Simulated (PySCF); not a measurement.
F2H2HfS2, SMILES [SH][Hf]([F])([F])[SH], multiplicity 1.

The structure is a stationary point at B3LYP-D3(BJ)/def2-SVP. A frequency run showed that this geometry is not a minimum. The multiplicity is an assumed one; no other spin state was optimised. The structure was generated by enumeration; whether it is a known compound was not checked. The def2 effective core potentials stand for the cores of Hf; spin–orbit coupling is left out. The values are those of a single conformer.

Two levels are set side by side: PBE/def2-TZVP (PySCF) and ωB97X/def2-TZVP (PySCF). Same geometry, gas phase. Differences are taken from unrounded values.

```tsv
quantity	PBE
orbital gap (eV)	3.71
highest occupied level (eV)	-6.91
lowest empty level (eV)	-3.20
dipole moment (D)	0.54
mean polarisability (bohr³)	79.9
```

Q: These are the PBE values. What does ωB97X give? (The exact figures need the calculation; the answer reports its results.)

A: 
| quantity | ωB97X | PBE minus ωB97X |
|---|---|---|
| orbital gap (eV) | 10.17 | -6.47 |
| highest occupied level (eV) | -10.51 | 3.60 |
| lowest empty level (eV) | -0.34 | -2.87 |
| dipole moment (D) | 0.73 | -0.19 |
| mean polarisability (bohr³) | 74.2 | 5.6 |

Without exact exchange PBE keeps part of each electron's self-repulsion, which lifts occupied levels and narrows the gap. Loosely held outer electrons make PBE densities more polarisable. Differences between two approximate levels are no errors against the true value.

Rough cost on one machine, each run with all the roots and properties that it gave: ωB97X against PBE within a factor of 2.
